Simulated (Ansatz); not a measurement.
Coupled-cluster diagnostics for PdBr2 (the lowest singlet isomer of a short search), Ansatz.

Geometry of the singlet (r2SCAN-D4/def2-TZVP):

```xyz
3

Pd   -0.864   -0.490    0.192
Br    0.898    0.073    1.560
Br   -0.033    0.417   -1.752
```

In the def2 sets Pd takes a core potential; there is no spin–orbit coupling. Correlated methods freeze 18 core orbitals; core or outer-core shells of Pd, Br are correlated, in sets that lack core-valence functions. The structure comes from a short search, and lower isomers may exist.

Question: Estimate the CCSD(T) correlation energy, the shares of MP2 and (T), T1 and the reference's ⟨S²⟩ for: charge 0, singlet, own geometry in def2-TZVPP; and the rough time on 2 threads of Intel Xeon Platinum 8488C on a shared host.

Answer: 
```
                          state       basis  correlation (eV)  MP2 share (%)  (T) share (%)     T1  ⟨S²⟩ (pure)  wall time                  remarks
charge 0, singlet, own geometry  def2-TZVPP           -33.876           98.5            4.0  0.023  0.00 (0.00)       47 s  restricted SCF unstable
```
Customary marks for T1 are 0.02 (closed shells), 0.045 (open shells) and about 0.05 (3d metals). T1 exceeds 0.02 in 1 of 1 rows and 0.045 in 0; the higher it lies, the less the single-reference result can be trusted.
